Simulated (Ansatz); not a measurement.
`[OH][GeH]([F])[GeH3]` + H₂ → `[OH][GeH2][F]` + GeH₄ at 400 K and 1 bar (hydrogenolysis of a Ge–Ge bond).

Computed with Ansatz on PBE0-D4/def2-TZVP structures; ΔE is electronic, products minus reactants. CCSD(T)/CBS is the MP2 limit (def2-TZVPP, def2-QZVPP) plus CCSD(T) − MP2 in def2-TZVPP, frozen cores. This one scheme is used for every species. For Ge outer-core shells are correlated without core-valence functions, which leaves a few kJ/mol of doubt a bond. Scalar relativity is left out up to krypton. One conformer a species, not always the lowest.

```tsv
species	CCSD(T)/CBS energy (Eh)	H − E (kJ/mol)	S (J/(mol·K))
`[OH][GeH]([F])[GeH3]`	-4330.26117	159.8	406.5
H₂	-1.17544	38.0	139.0
`[OH][GeH2][F]`	-2252.93819	106.2	313.8
GeH₄	-2078.49493	93.6	231.8
```

H − E and S are ideal-gas, rigid-rotor, harmonic terms from PBE0-D4/def2-TZVP, for one conformer and one mirror image of each species. The MP2-based limit puts H₂ 0.8 mEh under its directly extrapolated value; such offsets cancel only in part. 1 Eh = 2625.50 kJ/mol, R = 8.31446 J/(mol·K).

By hand: ΔE, ΔH, ΔS and ΔG.

ΔE = (-2252.93819) + (-2078.49493) − (-4330.26117) − (-1.17544) = 0.00349 Eh = 9.2 kJ/mol. Δ(H − E) = 106.2 + 93.6 − 159.8 − 38.0 = 2.0, so ΔH = 11.2 kJ/mol. ΔS = 313.8 + 231.8 − 406.5 − 139.0 = 0.1 J/(mol·K). ΔG = 11.2 − 400 × (0.1)/1000 = 11.2 kJ/mol.

By hand: the equilibrium constant, and the temperature at which ΔG would vanish if ΔH and ΔS stayed fixed.

log₁₀ K = −ΔG/(RT ln 10) = -1.5. ΔG = 0 at ΔH/ΔS = 112000 K, far beyond where these terms or the molecules hold.

The number of gas molecules stays the same, so ΔS is small and ΔH decides. A doubt of 5 kJ/mol in ΔE shifts log₁₀ K by 0.7 here. Other conformers and mirror images would add mixing entropy, several J/(mol·K) or more a flexible species. These are equilibria of isolated gas molecules and say nothing of rates. Largest T1 diagnostic: 0.012 (customary marks: 0.02 for closed shells, 0.045 for open ones).
